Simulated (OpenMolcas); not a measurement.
## Multiplet structure of Sn III

```json
{
  "Program": "OpenMolcas 26.06",
  "Method": "XMS-RASPT2, IPEA 0.25 Eh, imaginary shift 0.1 Eh (closed shells correlated: 4d)",
  "Basis": "ANO-RCC-VTZP [7s6p4d2f1g]",
  "Scalar Hamiltonian": "DKH2, point nucleus",
  "Active space": "2 electrons in 9 orbitals (RAS2 5s 5p; RAS3 5d, at most 2 electrons)",
  "State averaging": "2S+1 = 3 even, 3 roots; 2S+1 = 1 even, 7 roots; 2S+1 = 3 odd, 3 roots; 2S+1 = 1 odd, 3 roots",
  "Spin-orbit coupling": "state interaction with AMFI integrals over the reference wave functions, term energies averaged over their components"
}
```

Spin-free terms above the lowest, with the occupations of the reference:

```
Configuration  Term  E (cm-1)              Occupations
          5s2    1S       0.0          5s 1.93 5p 0.07
        5s 5p   3P*     57940          5s 0.99 5p 1.00
        5s 5p   1P*     79620  5s 0.97 5p 1.00 5d 0.03
```

With spin-orbit coupling, above the lowest level:

```tsv
Configuration	Term	J	E (cm-1)	Measured (cm-1)	Term weight %
5s2	1S	0	0.0	0.0	100
5s 5p	3P*	0	54800	53548	100
5s 5p	3P*	1	56200	55196	99
5s 5p	3P*	2	59510	59229	100
5s 5p	1P*	1	79790	79911	99
```

Against the 4 measured excited levels shown (Moore, Atomic Energy Levels, vol. III, NSRDS-NBS 35 (1971 reprint of NBS Circular 467, 1958)) the mean absolute deviation is 670 cm-1; the largest miss in energy is 5s 5p 3P* 0: computed 54800, measured 53548 cm-1 (+2.3 %).

Spin-orbit coupling puts the lowest level 2.6 cm-1 below the lowest spin-free term.

CASPT2 does not keep the components of a term degenerate, so their means are used; among the terms shown or strongly mixed into the levels shown the widest spread is 150 cm-1 (5s 5p 1P*). Active for correlation alone: 5d; no level in the range computed is led by a configuration that fills it, so any true level of that kind is missing. Computed and measured levels are paired by configuration, term and J; levels that our copy of the source lacks, or whose pairing is in doubt (as where it misses far off the trend of its configuration), stay unpaired and out of the deviations. Levels of configurations outside the active space are missing. The first state left out of the spin-orbit step lies near 150000 cm-1 above the lowest spin-free state of the reference (among the parities and spins computed), and the list stops at four fifths of that energy or lower.

The term weight is that of the spin-free term in the level, not the purity of its configuration. * marks odd parity.
